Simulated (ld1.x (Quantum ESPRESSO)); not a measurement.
Bi: variants of one TM potential

Base potential:

| Item | Value |
| --- | --- |
| Element | Bi |
| Generator | ld1.x (Quantum ESPRESSO) 7.5 |
| Type | norm-conserving Troullier–Martins (Kleinman–Bylander form) |
| Functional | PBE |
| Relativity | scalar-relativistic |
| Frozen core | [Kr] 4d10 4f14 5s2 |
| Valence charge | 21 |
| Reference configuration | 5p6 5d10 6s2 6p1 (charge +2) |
| Partial waves | 6s (bound): rc 1.45 bohr; 5d (bound): rc 1.85 bohr; 5f channel at 0.25 Ry: rc 2.05 bohr; 5p (bound): rc 1.60 bohr |
| Local potential | the p channel |
| Core correction | Bessel-smoothed model core, default radius (core density twice the valence density) |

Occupied shells without a wave of their own: 6p. They enter only through the test configuration that unscreens the potential, and ld1.x also counts them in the model core charge.

Cutoffs, loose and tight: the cutoffs (Ry, on a coarse ladder) from which the occupation-weighted sum of valence levels, in a spherical-Bessel basis at the reference potential, stays within 10 and 1 mRy of its value at 400 Ry. They do not see the model core or the augmentation charge, which bear on the density cutoff. Test errors are all-electron minus pseudo excitation energies from the reference, over the configurations 5p6 5d10 6s2 6p3; 5p6 5d10 6s2 6p2; 5p6 5d10 6s2 6p0; 5p6 5d10 6s1 6p3; 5p6 5d10 6s0 6p5; 5p6 5d10 6s2 6p2.5; 5p6 5d10 6s1 6p0. A dash means not determined; rows that change the core or the reference have their own tests.

With those shells counted twice in exchange and correlation these files are broken, and their errors move erratically; no question is asked of them.

A true bound ghost makes a file unfit for plane-wave use even where its test errors are small: the radial tests pick states by their node count and pass the ghost by.

The default core radius of the base comes out at 0.69 bohr.

```tsv
change	outcome	cutoff, loose	cutoff, tight	bound ghosts	largest test error (meV)
base	generated, misses its reference levels by 1.43 eV	70 Ry	160 Ry	s	+4122
core correction none	generated, misses its reference levels by 1.43 eV	70 Ry	160 Ry	s	+4387
core correction Bessel-smoothed model core inside 0.68 bohr	generated, misses its reference levels by 1.43 eV	70 Ry	160 Ry	s	+4122
core correction Bessel-smoothed model core inside 0.90 bohr	generated, misses its reference levels by 1.43 eV	70 Ry	160 Ry	s	+4123
core correction Bessel-smoothed model core inside 1.26 bohr	generated, misses its reference levels by 1.43 eV	70 Ry	160 Ry	s	+4127
core correction Bessel-smoothed model core inside 1.40 bohr	generated, misses its reference levels by 1.43 eV	70 Ry	160 Ry	s	+4131
core correction Bessel-smoothed model core inside 1.72 bohr	generated, misses its reference levels by 1.43 eV	70 Ry	160 Ry	s	+4137
```
